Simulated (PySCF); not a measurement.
C₅H₆ClO₂ (doublet state).
Structure used (GFN2-xTB), in Å, numbered top down from 1:
```
atom  x, y, z in Å
C1     0.8013    0.2462    1.5127
C2     1.1467    0.6423    0.3395
Cl3    2.7645    1.3136   -0.0734
C4     0.2236    0.5717   -0.8603
C5    -0.0064   -0.9096   -1.2558
O6    -1.1795   -1.2602   -0.5346
C7    -1.5345   -0.1368    0.2125
O8    -1.0743    0.9715   -0.4735
H9     1.2205    0.1763    2.4876
H10    0.5640    1.2080   -1.6753
H11    0.8264   -1.5509   -0.9583
H12   -0.2063   -1.0248   -2.3249
H13   -0.9358   -0.1528    1.2024
H14   -2.6107   -0.0952    0.3742
```

The hyperfine couplings belong to this conformer and change with its torsions.

The species is `[H]/[C]=C(\Cl)[C@H]1COCO1` [radical].

Method: UKS B3LYP, pcH-1 on C Cl H O, non-relativistic, mean-field spin-orbit, GIAO (PySCF 2.14.0). Geometry: GFN2-xTB, one conformer, isolated molecule. The geometry wasn't refined by DFT: couplings that depend on bond lengths, twists or pyramidal angles can differ widely from those at the functional's own minimum. The SCF solution wasn't tested for stability.

(1) Give the isotropic g value and a_iso(13C) at C1.

(2) For one electron spin and this one nucleus (I = 1/2, g_N = 1.4048), compare first-order, second-order and exact resonance fields at 34.044 GHz.

(3) What g and a would be read from the two outer exact lines by first-order rules?

(4) Give the zero-field levels of this pair of spins.

Results:

(1) g_iso = 2.00138 and a = +323.13 MHz, or +11.536 mT (Mulliken spin population +0.84). 13C makes up about 1.07 % of the natural element, so this concerns labelled samples or satellites.

(2) B0 = hν/(g μB) = 1215.347 mT and a/B0 = 0.0095. B(1) = B0 − a·mI, B(2) = B(1) − a²[I(I+1) − mI²]/(2B0); the exact values solve the Breit–Rabi equation, nuclear Zeeman term included.

```csv
mI,first order (mT),second order (mT),exact (mT),exact − first order
−1/2,1221.115,1221.087,1221.088,-0.027
+1/2,1209.579,1209.552,1209.552,-0.027
```

(3) Their midpoint, 1215.320 mT, gives an apparent g of 2.00142 (true 2.00138), and their distance over 2I an apparent |a| of 11.536 mT (true 11.536).

(4) F = I ± 1/2 = 1 and 0, at a·I/2 = +80.8 MHz and −a(I+1)/2 = -242.3 MHz, that is |a|(I + 1/2) = 323.1 MHz apart; F = 0 lies lower.

Other couplings of abundant isotopes, left aside here: 1 × 1H 35 MHz, 1 × 35Cl 34 MHz, 1 × 1H 22 MHz, 1 × 1H 8 MHz, 1 × 1H 7 MHz.
